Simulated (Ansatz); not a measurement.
# Which is lower?

Two relaxed structures of CH3GaO, closed shell (PBE0-D4/def2-TZVP; forces vanish, vibrations not checked).

A:

| atom | x (Å) | y (Å) | z (Å) |
| --- | --- | --- | --- |
| O1 | -0.6245 | -1.9188 | 0.1277 |
| C2 | -0.2171 | -0.8816 | 0.2346 |
| Ga3 | 0.5898 | 1.1704 | 0.4614 |
| H4 | 1.2486 | 0.9001 | 1.8633 |
| H5 | 1.4840 | 1.1159 | -0.8304 |
| H6 | -0.8121 | 1.8790 | 0.3963 |

B:

```json
{"atom": "O1", "x (Å)": "0.0441", "y (Å)": "-1.7083", "z (Å)": "0.6681"}
{"atom": "C2", "x (Å)": "-0.4877", "y (Å)": "-0.9425", "z (Å)": "-0.1037"}
{"atom": "Ga3", "x (Å)": "0.3372", "y (Å)": "0.8924", "z (Å)": "-0.0166"}
{"atom": "H4", "x (Å)": "-1.3260", "y (Å)": "-1.3116", "z (Å)": "-0.7407"}
{"atom": "H5", "x (Å)": "1.6133", "y (Å)": "1.1775", "z (Å)": "-0.8784"}
{"atom": "H6", "x (Å)": "-0.1809", "y (Å)": "1.8925", "z (Å)": "1.0714"}
```

Program: Ansatz 0.2.0. Basis: def2-TZVPP. Cores are frozen in the correlated methods. Filled d shells of the heavier atoms are correlated. The def2 sets are not built for correlating such inner shells, so the correlated values are less sure here. B3LYP uses VWN-RPA correlation.

Which structure is lower at CCSD(T), and by how much? (Judge from chemistry; the value comes from the calculation.)

The calculation gives: A, by 15.22 kcal/mol (electronic energy, against the other). By their contacts, A is CH₃GaO ([O][C][GaH3]) and B is CH₃GaO ([O][CH][GaH2]).

All methods give the same order:

```json
{"method": "PBE-D4", "E(B) − E(A) (kcal/mol)": "7.21"}
{"method": "r2SCAN-D4", "E(B) − E(A) (kcal/mol)": "10.27"}
{"method": "PBE0-D4", "E(B) − E(A) (kcal/mol)": "8.16"}
{"method": "B3LYP-D4", "E(B) − E(A) (kcal/mol)": "10.00"}
{"method": "wB97M-V", "E(B) − E(A) (kcal/mol)": "13.08"}
{"method": "HF", "E(B) − E(A) (kcal/mol)": "18.42"}
{"method": "MP2", "E(B) − E(A) (kcal/mol)": "14.72"}
{"method": "CCSD", "E(B) − E(A) (kcal/mol)": "15.22"}
{"method": "CCSD(T)", "E(B) − E(A) (kcal/mol)": "15.22"}
```

The T1 diagnostic stays at or below 0.017.

Labels in which every atom is bracketed show which atoms are joined, not bond orders.

For scale, one of the runs: CCSD(T)/def2-TZVPP, 152 basis functions, launched by `ansatz run in.yaml --threads 2 --pin off --events-out ev --progress --plain --max-ram 4352MiB`. The run took 35 s on 2 CPU threads of an Arm Neoverse V1 (shared host), with 1 GiB of host memory at its peak.
